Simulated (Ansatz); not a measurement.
`C[S][Mg][NH2]` + H–F → `[NH2][Mg][F]` + CH₃SH  (ligand exchange at a Mg–S bond)

Gas-phase electronic energies from Ansatz, PBE0-D4/def2-TZVP geometries. CCSD(T)/CBS is the MP2 limit (def2-TZVPP, def2-QZVPP) plus CCSD(T) − MP2 in def2-TZVPP, frozen cores. This one scheme is used for every species. DFT in def2-TZVPP. B3LYP here is the variant with VWN-RPA as its local correlation; programs differ in this. For Mg outer-core shells are correlated without core-valence functions, which leaves a few kJ/mol of doubt a bond. One conformer a species, not always the lowest.

**Question.** Is it downhill or uphill in electronic energy at CCSD(T)/CBS, and by how much? (Estimate.)

**Answer.** Ansatz gave: Downhill: ΔE = -14.8 kcal/mol.

**Question.** What do these levels give: PBE-D4, r2SCAN-D4, B97M-V, B3LYP-D4, PBE, BLYP, B3LYP, BHLYP, MP2/def2-SVP, CCSD(T)/def2-TZVPP, HF/def2-QZVPP, HF/CBS(def2)? (An estimate is asked.)

**Answer.** Computed: PBE-D4 -14.8, r2SCAN-D4 -16.0, B97M-V -16.4, B3LYP-D4 -16.7, PBE -15.5, BLYP -18.7, B3LYP -17.7, BHLYP -17.3, MP2/def2-SVP -19.8, CCSD(T)/def2-TZVPP -14.9, HF/def2-QZVPP -17.6, HF/CBS(def2) -17.7 kcal/mol.

Largest T1 diagnostic among the species: 0.011.

From BLYP to BHLYP (50 % exact exchange), in def2-TZVPP and without D4, ΔE moves by +1.4 kcal/mol. At CCSD(T), def2-SVP lies −4.7 kcal/mol from the extrapolated value and def2-TZVPP −0.2 kcal/mol.
